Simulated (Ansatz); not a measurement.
Input file for Ansatz (a program for electronic structure): R-CCSD(T)/aug-cc-pV(T+d)Z on H2Si2 (SMILES [Si]=[SiH2]), atoms moved off the minimum. Files ending in .json are basis or fitting sets from the Basis Set Exchange.

Ansatz 0.2 input:
```yaml
crystal:
  periodic: [false, false, false]
  atoms:
    - {symbol: Si, position_ang: [-1.06963318, 0.13078653, 0.05797433]}
    - {symbol: Si, position_ang: [1.21031708, -0.04224209, -0.15802417]}
    - {symbol: H, position_ang: [-1.82005904, 1.28355784, -0.24026685]}
    - {symbol: H, position_ang: [-1.70508549, -0.99762153, 1.01460918]}
basis:
  gaussian:
    orbitals: aug-cc-pV_T+d_Z.json
magnetization: {spin_polarized: false}
correlation: {method: ccsd_t, electrons: outside_noble_gas}
scf: {lower_state_search: off}
output: {forces: true}
```

Task: What total energy does the run end on?

Result: -579.2001 hartree (reference determinant -578.9321, T1 diagnostic 0.022).

Task: How many basis functions does it have, and what does it roughly cost on one machine?

Result: 156 functions; about 90 core-seconds (a rough figure).
